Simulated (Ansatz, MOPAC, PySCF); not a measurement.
Bond stretch in GaH, singlet.

Methods: RKS-B3LYP/6-31G* = restricted B3LYP/6-31G*, spherical d (PySCF 2.14.0); RKS-BP86/6-31G* = restricted BP86/6-31G*, spherical d (PySCF); PM3, restricted, heats of formation (MOPAC); FCI = full CI/aug-cc-pVTZ, cores with 3d frozen (Ansatz, a quantum-chemistry and plane-wave program).

Energies relative to the lowest point of each curve near equilibrium, in kcal/mol; the last columns give the difference from FCI:

```
R / Å  RKS-B3LYP/6-31G*  RKS-BP86/6-31G*    PM3   FCI  RKS-B3LYP/6-31G* − FCI  RKS-BP86/6-31G* − FCI  PM3 − FCI
-----  ----------------  ---------------  -----  ----  ----------------------  ---------------------  ---------
1.27               36.2             36.7   33.4  35.5                     0.6                    1.2       -2.2
1.35               21.0             21.6   20.8  20.4                     0.6                    1.2        0.4
1.42               12.1             12.6   12.0  11.5                     0.6                    1.1        0.5
1.51                4.9              5.3    4.1   4.5                     0.4                    0.8       -0.4
1.58                1.8              2.0    0.8   1.5                     0.3                    0.5       -0.7
1.62                0.7              0.9    0.0   0.6                     0.2                    0.4       -0.6
1.68                0.0              0.1    0.0   0.0                     0.0                    0.1        0.0
1.73                0.0              0.0    1.0   0.1                    -0.1                   -0.1        0.9
1.79                0.6              0.5    2.9   0.9                    -0.3                   -0.4        2.0
1.85                1.7              1.5    5.3   2.1                    -0.4                   -0.7        3.2
1.95                4.5              4.0    9.6   5.0                    -0.6                   -1.0        4.6
2.07                8.7              8.0   14.3   9.4                    -0.6                   -1.4        4.9
2.28               17.5             16.2   20.9  18.0                    -0.5                   -1.8        2.9
2.53               28.4             26.6   29.3  28.4                     0.0                   -1.8        0.9
2.77               38.5             36.1   38.5  37.5                     1.0                   -1.4        0.9
2.98               46.6             43.7   46.6  44.5                     2.1                   -0.8        2.1
3.34               58.7             54.8   59.9  54.0                     4.6                    0.8        5.9
3.66               67.5             62.7   70.8  59.9                     7.6                    2.8       11.0
4.14               77.7             71.7   85.7  64.8                    12.9                    6.8       20.9
4.53               83.9             76.9   96.2  66.6                    17.3                   10.2       29.6
4.94               88.9             80.8  105.6  67.5                    21.3                   13.3       38.1
5.97               96.0             86.0  121.9  68.1                    28.0                   17.9       53.8
6.68               98.4             87.4  128.6  68.1                    30.3                   19.3       60.5
```

RKS-B3LYP/6-31G* is furthest from FCI at 6.68 (30.3 kcal/mol, above); its mean absolute difference over the points is 5.7 kcal/mol.

RKS-BP86/6-31G* is furthest from FCI at 6.68 (19.3 kcal/mol, above); its mean absolute difference over the points is 3.7 kcal/mol.

PM3 is furthest from FCI at 6.68 (60.5 kcal/mol, above); its mean absolute difference over the points is 10.7 kcal/mol.

The restricted form behind RKS-B3LYP/6-31G*, RKS-BP86/6-31G*, PM3 keeps the bonding electrons paired and can't separate into open-shell fragments. Also computed but left out beside FCI, since their determinant holds another spin at the minimum (<S²> over 0.7 above the pure value): UHF/STO-3G.
